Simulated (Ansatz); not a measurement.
Job for Ansatz (a program for electronic structure): R-r2SCAN/def2-TZVPPD on N2 (SMILES N#N). Files ending in .json are basis or fitting sets from the Basis Set Exchange.

Ansatz 0.2 input:
```yaml
crystal:
  periodic: [false, false, false]
  atoms:
    - {symbol: N, position_ang: [0.15313107, -0.64639390, -1.14563864]}
    - {symbol: N, position_ang: [0.36035999, -0.46325078, -0.09117521]}
basis:
  gaussian:
    orbitals: def2-TZVPPD.json
hamiltonian:
  xc: {name: r2SCAN}
scf: {lower_state_search: off}
```

The head of its log:

```
Functional definition: r2SCAN
[...]
these checks for a lower state are left out or cut short: stability, starts, cluster_reference, orbital_swaps, neighbouring_geometries, increment
integrals: 0.01 GiB planned
358 factors; their error is unknown
mean field: 0.13 GiB planned
mean field evaluation 1: about -2978.6067 eV, gradient 2.8e1 eV
mean field evaluation 2: about -2979.1969 eV, gradient 2.1e1 eV
```

### Question
What total energy does the run end on?

### Answer
-109.5125 hartree.
